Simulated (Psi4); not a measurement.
A run for Psi4: SAPT0/aug-cc-pVDZ on AsH5O (a complex), monomers drawn apart or pushed together.

```
memory 2025 MB

molecule dimer {
0 1
O    -0.04880423    0.63243907   -0.59994090
H    -0.91007277    0.30571641   -0.87872982
H    -0.00101452    0.43945104    0.34582986
--
0 1
As    0.42838473   -1.08782223    4.93155475
H    -0.00134446   -0.39793025    6.21762144
H     1.84267002   -1.33129128    5.43488071
H    -0.06199677   -2.44968313    5.40106160
units angstrom
symmetry c1
no_reorient
no_com
}

set {
  basis aug-cc-pVDZ
  scf_type df
  freeze_core true
}

energy('sapt0')
```

The log:

```
[...]
==> Input File <==

--------------------------------------------------------------------------
memory 2025 MB

molecule dimer {
0 1
O    -0.04880423    0.63243907   -0.59994090
H    -0.91007277    0.30571641   -0.87872982
H    -0.00101452    0.43945104    0.34582986
--
0 1
As    0.42838473   -1.08782223    4.93155475
H    -0.00134446   -0.39793025    6.21762144
H     1.84267002   -1.33129128    5.43488071
H    -0.06199677   -2.44968313    5.40106160
units angstrom
symmetry c1
no_reorient
no_com
}

set {
  basis aug-cc-pVDZ
  scf_type df
  freeze_core true
}

energy('sapt0')
--------------------------------------------------------------------------


   => Loading Basis Set <=

    Name: AUG-CC-PVDZ
    Role: ORBITAL
    Keyword: BASIS
    atoms 1        entry O          line   254 file aug-cc-pvdz.gbs
    atoms 2-3, 5-7 entry H          line    40 file aug-cc-pvdz.gbs
    atoms 4        entry AS         line  3108 file aug-cc-pvdz.gbs

   => Loading Basis Set <=

    Name: AUG-CC-PVDZ
    Role: ORBITAL
    Keyword: BASIS
    atoms 1        entry O          line   254 file aug-cc-pvdz.gbs
    atoms 2-3, 5-7 entry H          line    40 file aug-cc-pvdz.gbs
    atoms 4        entry AS         line  3108 file aug-cc-pvdz.gbs


  //>>>>>>>>>>>>>>>>>>>>>>>>>>>>>>>>>>>//
  //              Dimer HF             //
  //<<<<<<<<<<<<<<<<<<<<<<<<<<<<<<<<<<<//

   => Libint2 <=

    Primary   basis highest AM E, G, H:  7, 6, 3
    Auxiliary basis highest AM E, G, H:  7, 7, 4
    Onebody   basis highest AM E, G, H:  -, -, -
    Solid Harmonics ordering:            Gaussian


   => Loading Basis Set <=

    Name: AUG-CC-PVDZ
    Role: ORBITAL
    Keyword: BASIS
    atoms 1        entry O          line   254 file aug-cc-pvdz.gbs
    atoms 2-3, 5-7 entry H          line    40 file aug-cc-pvdz.gbs
    atoms 4        entry AS         line  3108 file aug-cc-pvdz.gbs


         ---------------------------------------------------------
                                   SCF
               by Justin Turney, Rob Parrish, Andy Simmonett
                          and Daniel G. A. Smith
                              RHF Reference
                        1 Threads,   1931 MiB Core
         ---------------------------------------------------------

  ==> Geometry <==

    Molecular point group: c1
    Full point group: C1

    Geometry (in Angstrom), charge = 0, multiplicity = 1:

       Center              X                  Y                   Z               Mass
    ------------   -----------------  -----------------  -----------------  -----------------
         O           -0.048804230000     0.632439070000    -0.599940900000    15.994914619570
         H           -0.910072770000     0.305716410000    -0.878729820000     1.007825032230
         H           -0.001014520000     0.439451040000     0.345829860000     1.007825032230
         AS           0.428384730000    -1.087822230000     4.931554750000    74.921594570000
         H           -0.001344460000    -0.397930250000     6.217621440000     1.007825032230
         H            1.842670020000    -1.331291280000     5.434880710000     1.007825032230
         H           -0.061996770000    -2.449683130000     5.401061600000     1.007825032230

  Running in c1 symmetry.

  Rotational constants: A =      1.74681  B =      0.00826  C =      0.00824 [cm^-1]
  Rotational constants: A =  52368.08468  B =    247.51878  C =    247.11267 [MHz]
  Nuclear repulsion =   77.144845976464723

  Charge       = 0
  Multiplicity = 1
  Electrons    = 46
  Nalpha       = 23
  Nbeta        = 23

  ==> Algorithm <==

  SCF Algorithm Type is DF.
  DIIS enabled.
  MOM disabled.
  Fractional occupation disabled.
  Guess Type is SAD.
  Energy threshold   = 1.00e-08
  Density threshold  = 1.00e-08
  Integral threshold = 1.00e-12

  ==> Primary Basis <==

  Basis Set: AUG-CC-PVDZ
    Blend: AUG-CC-PVDZ
    Number of shells: 48
    Number of basis functions: 104
    Number of Cartesian functions: 109
    Spherical Harmonics?: true
    Max angular momentum: 2

   => Loading Basis Set <=

    Name: (AUG-CC-PVDZ AUX)
    Role: JKFIT
    Keyword: DF_BASIS_SCF
    atoms 1        entry O          line   270 file aug-cc-pvdz-jkfit.gbs
    atoms 2-3, 5-7 entry H          line    70 file aug-cc-pvdz-jkfit.gbs
    atoms 4        entry AS         line  1158 file aug-cc-pvdz-jkfit.gbs

  ==> Integral Setup <==

  DFHelper Memory: AOs need 0.035 GiB; user supplied 1.414 GiB.
  SCF_SUBTYPE=INCORE selected. In-core MEM_DF algorithm will be used.
  Using in-core AOs.

  ==> MemDFJK: Density-Fitted J/K Matrices <==

    J tasked:                   Yes
    K tasked:                   Yes
    wK tasked:                   No
    OpenMP threads:               1
    Algorithm:                 Core
    Schwarz Cutoff:           1E-12
    Mask sparsity (%):      10.1886
    Fitting Condition:        1E-10

   => Auxiliary Basis Set <=

  Basis Set: (AUG-CC-PVDZ AUX)
    Blend: AUG-CC-PVDZ-JKFIT
    Number of shells: 140
 
[...]
      3.380485
      94A      3.921176    95A      4.010576    96A      4.892501
      97A      4.928870    98A      4.967865    99A      5.098465
     100A      5.397892   101A      5.594114   102A      6.554332
     103A      7.025781   104A     33.552243

    Final Occupation by Irrep:
              A
    DOCC [    18 ]
    NA   [    18 ]
    NB   [    18 ]

  @DF-RHF Final Energy: -2235.32115699885571

   => Energetics <=

    Nuclear Repulsion Energy =             35.1554445354120588
    One-Electron Energy =               -3185.1443578481139411
    Two-Electron Energy =                 914.6677563138458709
    Total Energy =                      -2235.3211569988557130

Computation Completed


Properties will be evaluated at   0.000000,   0.000000,   0.000000 [a0]

Properties computed using the SCF density matrix


 Multipole Moments:

 ------------------------------------------------------------------------------------
     Multipole            Electronic (a.u.)      Nuclear  (a.u.)        Total (a.u.)
 ------------------------------------------------------------------------------------

 L = 1.  Multiply by 2.5417464519 to convert [e a0] to [Debye]
 Dipole X            :        -30.0422477           30.0769280            0.0346803
 Dipole Y            :         75.6722475          -75.7346262           -0.0623787
 Dipole Z            :       -339.6079124          339.7630640            0.1551516
 Magnitude           :                                                    0.1707801

 ------------------------------------------------------------------------------------

  Constructing Basis Sets for SAPT...

   => Loading Basis Set <=

    Name: (AUG-CC-PVDZ AUX)
    Role: RIFIT
    Keyword: DF_BASIS_SAPT
    atoms 1        entry O          line   204 file aug-cc-pvdz-ri.gbs
    atoms 2-3, 5-7 entry H          line    30 file aug-cc-pvdz-ri.gbs
    atoms 4        entry AS         line   830 file aug-cc-pvdz-ri.gbs

   => Loading Basis Set <=

    Name: (AUG-CC-PVDZ AUX)
    Role: JKFIT
    Keyword: DF_BASIS_ELST
    atoms 1        entry O          line   270 file aug-cc-pvdz-jkfit.gbs
    atoms 2-3, 5-7 entry H          line    70 file aug-cc-pvdz-jkfit.gbs
    atoms 4        entry AS         line  1158 file aug-cc-pvdz-jkfit.gbs


  //>>>>>>>>>>>>>>>>>>>>>>>>>>>>>>>>>>>//
  //               SAPT0               //
  //<<<<<<<<<<<<<<<<<<<<<<<<<<<<<<<<<<<//



        SAPT0
    Ed Hohenstein
     6 June 2009

      Orbital Information
  --------------------------
    NSO        =       104
    NMO        =       104
    NRI        =       317
    NRI (Elst) =       440
    NOCC A     =         5
    NOCC B     =        18
    FOCC A     =         1
    FOCC B     =         9
    NVIR A     =        99
    NVIR B     =        86

    Elst10,r            =    -0.000534877008 [Eh]
    Exch10              =     0.000009113738 [Eh]
    Exch10 (S^2)        =     0.000009113601 [Eh]

    Maxiter = 50
    CPHF R converge = 1.000000E-08

    Iter     Energy [mEh]          dE [mEh]         Residual      Time [s]
       1      -0.00243548       0.002435480     3.815639e-04             0
       2      -0.00278326       0.000347775     1.924860e-04             0
       3      -0.00301702       0.000233761     4.640054e-05             0
       4      -0.00302670       0.000009683     1.289640e-05             0
       5      -0.00301604      -0.000010663     1.450202e-06             0
       6      -0.00301702       0.000000982     3.217011e-07             0
       7      -0.00301695      -0.000000073     6.199881e-08             0
       8      -0.00301693      -0.000000012     1.433417e-08             0
       9      -0.00301694       0.000000004     2.598689e-09             0

    CHF Iterations converged

    Maxiter = 50
    CPHF R converge = 1.000000E-08

    Iter     Energy [mEh]          dE [mEh]         Residual      Time [s]
       1      -0.02394691       0.023946908     8.507078e-04             0
       2      -0.02852242       0.004575513     3.152032e-04             0
       3      -0.02994851       0.001426094     5.923595e-05             0
       4      -0.02989465      -0.000053862     1.741696e-05             0
       5      -0.02985638      -0.000038275     2.034262e-06             0
       6      -0.02986127       0.000004895     4.230247e-07             0
       7      -0.02986095      -0.000000322     8.081499e-08             0
       8      -0.02986090      -0.000000048     2.428758e-08             0
       9      -0.02986092       0.000000021     4.822665e-09             0

    CHF Iterations converged

    Ind20,r (A<-B)      =    -0.000003016938 [Eh]
    Ind20,r (B<-A)      =    -0.000029860924 [Eh]
    Ind20,r             =    -0.000032877862 [Eh]
    Exch-Ind20,r (A<-B) =     0.000000063956 [Eh]
    Exch-Ind20,r (B<-A) =     0.000002478273 [Eh]
    Exch-Ind20,r        =     0.000002542229 [Eh]
    Disp20              =    -0.000105686882 [Eh]
    Disp20 (SS)         =    -0.000052843441 [Eh]
    Disp20 (OS)         =    -0.000052843441 [Eh]
    Exch-Disp20         =     0.000001085614 [Eh]
    Exch-Disp20 (SS)    =     0.000000791070 [Eh]
    Exch-Disp20 (OS)    =     0.000000294545 [Eh]

    SAPT Results
  --------------------------------------------------------------------------------------------------------
    Electrostatics                 -0.53487701 [mEh]      -0.33564039 [kcal/mol]      -1.40431939 [kJ/mol]
      Elst10,r                     -0.53487701 [mEh]      -0.33564039 [kcal/mol]      -1.40431939 [kJ/mol]

    Exchange                        0.00911374 [mEh]       0.00571896 [kcal/mol]       0.02392812 [kJ/mol]
      Exch10                        0.00911374 [mEh]       0.00571896 [kcal/mol]       0.02392812 [kJ/mol]
      Exch10(S^2)                   0.00911360 [mEh]       0.00571887 [kcal/mol]       0.02392776 [kJ/mol]

    Induction                      -0.03213011 [mEh]      -0.02016195 [kcal/mol]      -0.08435760 [kJ/mol]
      Ind20,r                      -0.03287786 [mEh]      -0.02063117 [kcal/mol]      -0.08632081 [kJ/mol]
      Exch-Ind20,r                  0.00254223 [mEh]       0.00159527 [kcal/mol]       0.00667462 [kJ/mol]
      delta HF,r (2)               -0.00179448 [mEh]      -0.00112605 [kcal/mol]      -0.00471141 [kJ/mol]

    Dispersion                     -0.10460127 [mEh]      -0.06563829 [kcal/mol]      -0.27463059 [kJ/mol]
      Disp20                       -0.10568688 [mEh]      -0.06631952 [kcal/mol]      -0.27748087 [kJ/mol]
      Exch-Disp20                   0.00108561 [mEh]       0.00068123 [kcal/mol]       0.00285028 [kJ/mol]
      Disp20 (SS)                  -0.05284344 [mEh]      -0.03315976 [kcal/mol]      -0.13874044 [kJ/mol]
      Disp20 (OS)                  -0.05284344 [mEh]      -0.03315976 [kcal/mol]      -0.13874044 [kJ/mol]
      Exch-Disp20 (SS)              0.00079107 [mEh]       0.00049640 [kcal/mol]       0.00207695 [kJ/mol]
      Exch-Disp20 (OS)              0.00029454 [mEh]       0.00018483 [kcal/mol]       0.00077333 [kJ/mol]

  Total HF                         -0.55789338 [mEh]      -0.35008338 [kcal/mol]      -1.46474887 [kJ/mol]
  Total SAPT0                      -0.66249465 [mEh]      -0.41572167 [kcal/mol]      -1.73937946 [kJ/mol]

  Special recipe for scaled SAPT0 (see Manual):
    Electrostatics sSAPT0          -0.53487701 [mEh]      -0.33564039 [kcal/mol]      -1.40431939 [kJ/mol]
    Exchange sSAPT0                 0.00911374 [mEh]       0.00571896 [kcal/mol]       0.02392812 [kJ/mol]
    Induction sSAPT0               -0.03213011 [mEh]      -0.02016195 [kcal/mol]      -0.08435760 [kJ/mol]
    Dispersion sSAPT0              -0.10460127 [mEh]      -0.06563829 [kcal/mol]      -0.27463059 [kJ/mol]
  Total sSAPT0                     -0.66249465 [mEh]      -0.41572167 [kcal/mol]      -1.73937946 [kJ/mol]
  --------------------------------------------------------------------------------------------------------



*** Psi4 exiting successfully. Buy a developer a beer!
```

The run finished.

Cost: roughly 10 core-seconds.
